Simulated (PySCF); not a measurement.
Lowest empty level (eV) of eight silicon and germanium compounds: PBE beside CAM-B3LYP, computed with PySCF for isolated molecules in the bases named; differences from unrounded values. The eight are the first of their class met in an unordered collection, after screening for sound electronic states; none was chosen by its value. Each molecule has one DFT geometry for both levels.

```
molecule                                                      basis  CAM-B3LYP    PBE  difference
--------------------------------------------------------  ---------  ---------  -----  ----------
C2H7NOSi, SMILES N(/[SiH3])=C\CO                          def2-TZVP       0.10  -2.15       -2.25
Ge(OH)3(PH2) (GeH₅O₃P), SMILES [PH2][Ge]([OH])([OH])[OH]  def2-TZVP       0.59  -1.28       -1.87
CH6OSi2, SMILES O=C[SiH2][SiH3]                           def2-TZVP      -0.60    ___         ___
F2GeH4OSi, SMILES [GeH3][O][SiH](F)F                      def2-TZVP       0.80  -1.09       -1.89
3-chloro-1H-silole (C4H5ClSi), SMILES ClC1=C[SiH2]C=C1    def2-TZVP      -0.70    ___         ___
Si(H)2(Me)(NCO) (C₂H₅NOSi), SMILES C[SiH2]N=C=O           def2-TZVP       1.32  -0.47       -1.78
C3H8O2Si, SMILES COC[SiH2]C=O                             def2-TZVP      -0.29  -2.69       -2.39
CH11NOSi3, SMILES [SiH2]([SiH2]OC)N[SiH3]                 def2-TZVP       0.39    ___         ___
```

**Question.** What belongs in the gaps? (Estimate from the structure and the level; the computed values follow.)

**Answer.** 
- CH11NOSi3, SMILES [SiH2]([SiH2]OC)N[SiH3], PBE: -1.50
- CH11NOSi3, SMILES [SiH2]([SiH2]OC)N[SiH3], difference: -1.89
- 3-chloro-1H-silole (C4H5ClSi), SMILES ClC1=C[SiH2]C=C1, PBE: -2.72
- 3-chloro-1H-silole (C4H5ClSi), SMILES ClC1=C[SiH2]C=C1, difference: -2.02
- CH6OSi2, SMILES O=C[SiH2][SiH3], PBE: -2.91
- CH6OSi2, SMILES O=C[SiH2][SiH3], difference: -2.31

PBE lies below CAM-B3LYP in 8 and above it in 0 of the eight; the mean signed difference is -2.05 and the largest -2.39 eV.
